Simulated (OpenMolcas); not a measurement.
# Te+: from CASSCF to CASPT2

```yaml
Program: OpenMolcas
Basis: ANO-R3 [8s7p5d4f3g2h]
Scalar_Hamiltonian: X2C, finite nucleus
Active_space: 3 electrons in 3 orbitals (5p)
State_averaging: 2S+1 = 4 odd, 1 root; 2S+1 = 2 odd, 8 roots
Spin-orbit_coupling: state interaction with AMFI integrals over the reference wave functions, term energies averaged over their components
```

Methods on the same reference wave functions:
A. CASSCF
B. SS-CASPT2, IPEA 0.25 Eh, imaginary shift 0.1 Eh (closed shells correlated: 4d 5s)

Energies in cm-1 above 5s2 5p3 4S* 3/2, the measured ground level; measured values from NIST Handbook of Basic Atomic Spectroscopic Data.

```
          Level      A      B  Measured
5s2 5p3 4S* 3/2    0.0    0.0       0.0
5s2 5p3 2D* 3/2  14504  10700     10222
5s2 5p3 2D* 5/2  16204  12550     12422
5s2 5p3 2P* 1/2  26391  21020     20547
5s2 5p3 2P* 3/2  28813  23810     24032
```

Deviations, from unrounded energies. A percentage is the sum of absolute deviations over the sum of measured energies, with the sign that they share, or ± where signs differ.

| Against measurement | Levels | A | B |
| --- | --- | --- | --- |
| mean absolute deviation (cm-1) | 4 | 4700 | 330 |
| other terms of the ground configuration (%) | 4 | +27.8 | ±1.9 |

B lies closest to measurement on these levels. The largest miss of B in the table is 5s2 5p3 2D* 3/2, by +480 cm-1. The ranking rests on the paired levels alone, and a cruder setting can come out closer through cancelling errors.

From A to B the spin-free energies of the other terms of 5s2 5p3 shown, above 4S*, scale by factors of 0.75 to 0.78.

The lowest spin-free term lies below A's lowest term by 0.605 hartree in B.

CASPT2 does not keep the components of a term degenerate, so their means are used; among the terms shown or strongly mixed into the levels shown the widest spread is 120 cm-1 (5s2 5p3 2P*, B). With the s shell closed, the reference lacks s² → p² mixing. Measured partners are found by configuration, term and J. A level has none where our copy of the source lacks it or the pairing is in doubt (some pairs that miss far off the trend of their configuration count as doubtful), and it then counts in no deviation. Levels of configurations outside the active space are missing.

* marks odd parity.
